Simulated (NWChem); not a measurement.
System: GeHSF, singlet; SMILES [F][Ge][SH]

```xyz
4

Ge    -0.4283     0.5253     0.0000
F      1.1811     1.2279     0.0000
S      0.2558    -1.6119     0.0000
H     -1.0166    -2.0717     0.0000
```
Atoms are numbered in this order, from 1.

Program: NWChem. Low-valent species are run as closed-shell singlets; no triplet was tried in these runs. Structure relaxed at the PBE0/def2-SVP level. Ions are spin-unrestricted doublets at the neutral geometry; other ion states weren't tried.

Q: Among these, which level gives the highest value of “−ε(HOMO) (eV)”?
(A) LRC-wPBEh/def2-SVPD
(B) B3LYP/def2-SVPD
(C) LDA (Slater exchange, VWN5)/def2-SVPD
(D) BHandHLYP/def2-SVPD

A: A, LRC-wPBEh/def2-SVPD. Values: LDA (Slater exchange, VWN5)/def2-SVPD 6.82; B3LYP/def2-SVPD 7.56; BHandHLYP/def2-SVPD 8.71; LRC-wPBEh/def2-SVPD 9.52
